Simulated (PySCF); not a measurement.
An unknown is described by computed data only.

Formula: C4H10FNSi.

| Item | Value |
| --- | --- |
| NMR, other nuclei | isotropic shieldings of nuclei other than C and H, by class: 253 (1 N), 373 (1 F), 377 (1 Si) ppm [GIAO PBE0/pcSseg-1] |
| 13C NMR | chemical shifts (computed TMS as zero) by class: 94.4 (1 C), 62.1 (1 C), 37.5 (1 C), 20.3 (1 C) ppm [GIAO PBE0/pcSseg-1] |
| Rotational structure | rotational constants A, B, C: 3.478, 1.709, 1.213 GHz [GFN2-xTB] |
| UV, first state | lowest singlet excitation: 5.64 eV (220 nm, f = 0.003) [TDDFT CAM-B3LYP/def2-SVPD] |
| Polarisability | 79.3 au [CAM-B3LYP/def2-SVPD] |
| UV, strongest line | among the 8 lowest singlet transitions: S7 at 7.72 eV (161 nm, f = 0.104) [TDDFT CAM-B3LYP/def2-SVPD] |
| 1H NMR | chemical shifts (computed TMS as zero) by class: 5.30 (1 H), 4.93 (1 H), 4.88 (1 H), 3.06 (1 H), 3.04 (1 H), 2.63 (3 H), 1.56 (1 H), 1.51 (1 H) ppm [GIAO PBE0/pcSseg-1] |

Electronic properties: PySCF, gas phase, density fitting. Levels stand in brackets. One conformer (not necessarily the lowest) at the GFN2-xTB geometry, without solvent, vibrations or thermal averaging. NMR classes are plain means over equivalent atoms (diastereotopic ones count apart unless rotation or inversion swaps them), as if these changed places fast.

Question: Propose a structure and show how it fits.

Answer: Numbering: `[CH3:1][N:2]1[CH2:3][C@H:4]([F:5])[CH2:6][SiH2:7]1`. Its formula, C4H10FNSi, gives 1 degree of unsaturation: 1 ring and 0 π bonds in the structure found. 4 carbons fall into 4 classes; from least to most shielded: sp3 C–F carbon [C4] (94.4 ppm), ring sp3 carbon bound to nitrogen [C3] (62.1 ppm), N-methyl carbon [C1] (37.5 ppm), ring sp3 carbon bound to silicon [C6] (20.3 ppm). Hydrogen classes from least to most shielded: 1 H on an sp3 C–F carbon, C4 (5.30 ppm), 1 H on an SiH2 silicon, Si7 (4.93 ppm), 1 H on an SiH2 silicon, Si7 (4.88 ppm), 1 H on an sp3 carbon bound to nitrogen, C3 (3.06 ppm), 1 H on an sp3 carbon bound to nitrogen, C3 (3.04 ppm), 3 H on an N-methyl carbon, C1 (2.63 ppm), 1 H on an sp3 carbon bound to silicon, C6 (1.56 ppm), 1 H on an sp3 carbon bound to silicon, C6 (1.51 ppm). The other shieldings belong to: 253 ppm, silicon-bound nitrogen [N2]; 373 ppm, alkyl fluorine [F5]; 377 ppm, SiH2 silicon [Si7]. The optimised geometry has point group C1 and is an asymmetric top. Structure: `CN1C[C@@H](C[SiH2]1)F`. Computed isomers that give other values at the same levels: `C[C@@]1(F)CCN[SiH2]1` (13C chemical shifts (computed TMS as zero) by class: 99.9 (1 C), 49.4 (1 C), 45.3 (1 C), 26.4 (1 C) ppm); `C=N[SiH2][C@@H](F)CC` (13C chemical shifts (computed TMS as zero) by class: 175.4 (1 C), 94.7 (1 C), 29.9 (1 C), 10.9 (1 C) ppm); `C[C@@H]1C[Si@@H](CF)N1` (13C chemical shifts (computed TMS as zero) by class: 84.8 (1 C), 55.8 (1 C), 30.9 (1 C), 20.8 (1 C) ppm). The assignments are read from this structure; whether some other isomer fits the data as well wasn't checked. The mirror image fits equally.
